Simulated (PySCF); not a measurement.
In(OH)(SiH3)2, SMILES [SiH3][In]([SiH3])[OH] (CAM-B3LYP/def2-SVP optimised geometry):

```
11

In    -0.185     0.552     0.000
O     -0.790     2.463     0.000
H     -1.742     2.621    -0.003
Si     2.391     0.552     0.000
H      2.902     1.260    -1.207
H      2.950    -0.830    -0.003
H      2.903     1.256     1.210
Si    -2.050    -1.241     0.003
H     -1.490    -2.621    -0.046
H     -2.950    -1.064    -1.174
H     -2.883    -1.123     1.235
```

Computed with CAM-B3LYP/def2-TZVP, def2 effective core potentials past Kr (PySCF).

### Question
What are the frontier orbital energies and the dipole moment?

### Answer
HOMO-2 -9.71 eV, HOMO-1 -9.56 eV, HOMO -8.28 eV, LUMO -1.10 eV, LUMO+1 0.19 eV; dipole moment 1.83 D.

On the same geometry PySCF with PBE/def2-TZVP, def2 effective core potentials past Kr gives HOMO-2 -6.89 eV, HOMO-1 -6.69 eV, HOMO -6.14 eV, LUMO -2.65 eV, LUMO+1 -1.54 eV; dipole moment 1.51 D.
